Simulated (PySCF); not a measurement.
Cd⁺: ionisation energy

Cd⁺ [Kr] 4d10 5s1 (2S) → Cd²⁺ [Kr] 4d10 (1S), as a difference of total energies. Computed with PySCF 2.14 in x2c-TZVPPall with one added diffuse shell each of s, p, d, f type (9s7p7d3f1g, 95 functions), with scalar relativity by spin-free X2C-1e. Correlated levels: valence: [Kr] frozen; valence and next inner shell: [Ar] 3d10 frozen. The calculations carry no spin-orbit coupling.

| method | ionisation energy (eV) |
| --- | --- |
| UHF | 15.568 |
| LDA | 17.692 |
| PBE | 17.320 |
| PBE0 | 16.994 |
| r2SCAN | 17.095 |
| TPSSh | 16.899 |
| BP86 | 17.453 |
| wB97M-V | 16.598 |
| BHandHLYP | 16.839 |
| MP2 (valence) | 16.761 |
| SCS-MP2 (valence) | 16.577 |
| MP2 (valence and next inner shell) | 16.891 |
| SCS-MP2 (valence and next inner shell) | 16.664 |

Task: How much does correlation contribute at MP2 (valence and next inner shell)?

Result: 16.891 − (15.568) = 1.323 eV, measured against UHF.

Errors of the correlated levels include the incompleteness of this basis and the frozen core.

For comparison: 16.908 eV (measured; NIST Atomic Spectra Database, ionization energies).
